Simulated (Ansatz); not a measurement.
`BN(C)[SiH2]Cl` + H–F → `F[SiH2]Cl` + `BNC` at 600 K and 1 bar (ligand exchange at the Si–N bond).

Program: Ansatz. Geometries: PBE0-D4/def2-TZVP. ΔE: electronic, gas phase. CCSD(T)/CBS is the MP2 limit (def2-TZVPP, def2-QZVPP) plus CCSD(T) − MP2 in def2-TZVPP, frozen cores. This one scheme is used for every species. One conformer a species, not always the lowest.

```json
{"species": "`BN(C)[SiH2]Cl`", "CCSD(T)/CBS energy (Eh)": "-870.71740", "H − E (kJ/mol)": "291.0", "S (J/(mol·K))": "452.8"}
{"species": "H–F", "CCSD(T)/CBS energy (Eh)": "-100.39570", "H − E (kJ/mol)": "42.3", "S (J/(mol·K))": "194.0"}
{"species": "`F[SiH2]Cl`", "CCSD(T)/CBS energy (Eh)": "-849.96195", "H − E (kJ/mol)": "91.2", "S (J/(mol·K))": "329.4"}
{"species": "`BNC`", "CCSD(T)/CBS energy (Eh)": "-121.18426", "H − E (kJ/mol)": "242.2", "S (J/(mol·K))": "328.7"}
```

H − E and S are ideal-gas, rigid-rotor, harmonic terms from PBE0-D4/def2-TZVP, for one conformer and one mirror image of each species. 1 Eh = 2625.50 kJ/mol, R = 8.31446 J/(mol·K).

**Question.** By hand: ΔE, ΔH, ΔS and ΔG.

**Answer.** ΔE = (-849.96195) + (-121.18426) − (-870.71740) − (-100.39570) = -0.03311 Eh = -86.9 kJ/mol. Δ(H − E) = 91.2 + 242.2 − 291.0 − 42.3 = 0.1, so ΔH = -86.8 kJ/mol. ΔS = 329.4 + 328.7 − 452.8 − 194.0 = 11.3 J/(mol·K). ΔG = -86.8 − 600 × (11.3)/1000 = -93.6 kJ/mol.

**Question.** By hand: the equilibrium constant, and the temperature at which ΔG would vanish if ΔH and ΔS stayed fixed.

**Answer.** log₁₀ K = −ΔG/(RT ln 10) = 8.1. ΔH and −TΔS have one sign here, so there is no such temperature.

The number of gas molecules stays the same, so ΔS is small and ΔH decides. A doubt of 5 kJ/mol in ΔE shifts log₁₀ K by 0.4 here. Other conformers and mirror images would add mixing entropy, several J/(mol·K) or more a flexible species. Modes under 60 cm⁻¹, often nearly free rotors, make the harmonic entropy too high. These are equilibria of isolated gas molecules and say nothing of rates. Largest T1 diagnostic: 0.012 (customary marks: 0.02 for closed shells, 0.045 for open ones).

ΔS is within the doubt of such terms, so its sign, and with it that verdict, could turn.
